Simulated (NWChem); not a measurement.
System meant: SnH₂O₂, singlet; SMILES [OH][Sn][OH]

The following NWChem deck was run.

```
start job
memory heap 200 mb stack 900 mb global 1100 mb
geometry units angstroms noautoz
  Sn     0.358543    -0.001420     0.000000
  O     -0.999334    -1.454838     0.000000
  H     -1.891464    -1.079591     0.000000
  O     -1.082993     1.395632     0.000000
  H     -0.781264     2.311060     0.000000
end
basis spherical
  * library def2-svp
end
dft
  xc pbe0
  iterations 150
  mulliken
end
task dft energy
```

End of the output:

```
             Grid Information
             ----------------
          Grid used for XC integration:  medium
          Radial quadrature: Mura-Knowles
          Angular quadrature: Lebedev.
          Tag              B.-S. Rad. Rad. Pts. Rad. Cut. Ang. Pts.
          ---              ---------- --------- --------- ---------
          Sn                  1.45      123           9.0       590
          O                   0.60       49          10.0       434
          H                   0.35       45          10.0       434
          Grid pruning is: on
          Number of quadrature shells:   311
          Spatial weights used:  Erf1

          Convergence Information
          -----------------------
          Convergence aids based upon iterative change in
          total energy or number of iterations.
          Levelshifting, if invoked, occurs when the
          HOMO/LUMO gap drops below (HL_TOL):  1.00D-02
          DIIS, if invoked, will attempt to extrapolate
          using up to (NFOCK): 10 stored Fock matrices.

                    Damping( 0%)  Levelshifting(0.5)       DIIS
                  --------------- ------------------- ---------------
          dE  on:    start            ASAP                start
          dE off:    2 iters        150 iters           150 iters

      Screening Tolerance Information
      -------------------------------
          Density screening/tol_rho:  1.00D-10
          AO Gaussian exp screening on grid/accAOfunc:  14
          CD Gaussian exp screening on grid/accCDfunc:  20
          XC Gaussian exp screening on grid/accXCfunc:  20
          Schwarz screening/accCoul:  1.00D-08

      Superposition of Atomic Density Guess
      -------------------------------------

      charge =      50.0 Sn (Tin)

      symmetry species            s     p     d     f
      number of basis functions =10     7     6
      number of cont. functions = 4     4     2
      number of closed shells   = 5     3     2
      number of open shells     = 0     1     0
      open shell occupation     = 0     2     0
 ------------------------------------------------------------------------
 atomscf:atomd: error in atom scf                   0
 ------------------------------------------------------------------------
 ------------------------------------------------------------------------
  current input line :
    18: task dft energy
 ------------------------------------------------------------------------
 ------------------------------------------------------------------------
 This error has not yet been assigned to a category
 ------------------------------------------------------------------------
 For more information see the NWChem manual at https://nwchemgit.github.io

0:atomscf:atomd: error in atom scf:Received an Error in Communication
```

Problem. Can this run be used? If not, why, and what is the fix?

Solution. The program stopped with an error. Cause: the def2 basis of a heavy element holds valence functions alone and wants its effective core potential (without it all electrons must fit into that basis). This input runs:
```
start job
memory heap 200 mb stack 900 mb global 1100 mb
geometry units angstroms noautoz
  Sn     0.358543    -0.001420     0.000000
  O     -0.999334    -1.454838     0.000000
  H     -1.891464    -1.079591     0.000000
  O     -1.082993     1.395632     0.000000
  H     -0.781264     2.311060     0.000000
end
basis spherical
  * library def2-svp
end
ecp
  Sn library def2-ecp
end
dft
  xc pbe0
  iterations 150
  mulliken
end
task dft energy
```
It converges to -365.71426 Ha (PBE0/def2-SVP with def2 effective core potentials on Sn).
